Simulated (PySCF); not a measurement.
Geometry:
```tsv
atom	x (Å)	y (Å)	z (Å)
C1	-2.973	0.694	0.038
C2	-1.818	0.425	-0.549
C3	-1.317	-0.942	-0.842
Si4	-0.008	-1.459	0.464
O5	-0.630	-1.350	1.965
C6	1.441	-0.335	0.220
C7	2.373	0.403	0.022
C8	3.494	1.286	-0.209
H9	-3.285	1.701	0.257
H10	-3.666	-0.088	0.305
H11	-1.142	1.231	-0.805
H12	-2.142	-1.654	-0.829
H13	-0.867	-0.967	-1.833
H14	0.363	-2.866	0.375
H15	-1.178	-0.611	2.219
H16	3.999	1.504	0.731
H17	4.201	0.814	-0.890
H18	3.148	2.221	-0.650
```

Geometry: GFN2-xTB; GIAO shifts from PySCF, gas phase, non-relativistic, averaged over equivalent atoms.

At LDA/6-31G (96 basis functions, 23 s wall time on 1 thread of an Arm Neoverse N1, shared host):
| atoms | δ (ppm) |
| --- | --- |
| C2 | 130.1 |
| C1 | 111.8 |
| C7 | 102.1 |
| C6 | 79.9 |
| C3 | 32.6 |
| C8 | 4.1 |
| Si4 | -12.2 |
| O5 | 4.6 |
| H11 | 6.58 |
| H10 | 5.47 |
| H9 | 5.37 |
| H14 | 5.36 |
| H16/H17/H18 | 2.00 |
| H12 | 1.90 |
| H13 | 1.89 |
| H15 | 1.37 |

References, each an isolated molecule treated in the same way: TMS for ¹³C (σref 198.35), ²⁹Si (σref 423.31), ¹H (σref 32.51); H2O for ¹⁷O (σref 326.18).

**Question.** Estimate the result of repeating the calculation with PBE0/6-311G**.

**Answer.** 
```json
{"atoms": "C2", "δ at PBE0/6-311G**": "141.3", "change": "+11.2"}
{"atoms": "C1", "δ at PBE0/6-311G**": "116.9", "change": "+5.1"}
{"atoms": "C7", "δ at PBE0/6-311G**": "109.6", "change": "+7.5"}
{"atoms": "C6", "δ at PBE0/6-311G**": "86.4", "change": "+6.5"}
{"atoms": "C3", "δ at PBE0/6-311G**": "30.9", "change": "-1.7"}
{"atoms": "C8", "δ at PBE0/6-311G**": "5.4", "change": "+1.3"}
{"atoms": "Si4", "δ at PBE0/6-311G**": "-39.3", "change": "-27.1"}
{"atoms": "O5", "δ at PBE0/6-311G**": "27.0", "change": "+22.4"}
{"atoms": "H11", "δ at PBE0/6-311G**": "6.52", "change": "-0.06"}
{"atoms": "H10", "δ at PBE0/6-311G**": "5.28", "change": "-0.19"}
{"atoms": "H9", "δ at PBE0/6-311G**": "5.24", "change": "-0.13"}
{"atoms": "H14", "δ at PBE0/6-311G**": "4.98", "change": "-0.38"}
{"atoms": "H16/H17/H18", "δ at PBE0/6-311G**": "2.00", "change": "+0.00"}
{"atoms": "H12", "δ at PBE0/6-311G**": "1.85", "change": "-0.05"}
{"atoms": "H13", "δ at PBE0/6-311G**": "1.72", "change": "-0.17"}
{"atoms": "H15", "δ at PBE0/6-311G**": "1.94", "change": "+0.57"}
```

Shifts are taken against calculated references (same method and geometry level): ¹³C (σref 190.38) and ²⁹Si (σref 353.34) and ¹H (σref 32.08) against TMS; H2O for ¹⁷O (σref 343.32).

The largest change is at Si4 (silicon bonded to 2 C, O, H). Cost: 212 basis functions, 53 s wall time on 1 thread of an Arm Neoverse N1, shared host. The order of the carbon signals is the same at both levels.

Experimental scales use liquid or dissolved standards, which lie at an offset from isolated H2O (liquid H2O: subtract about 36 ppm).
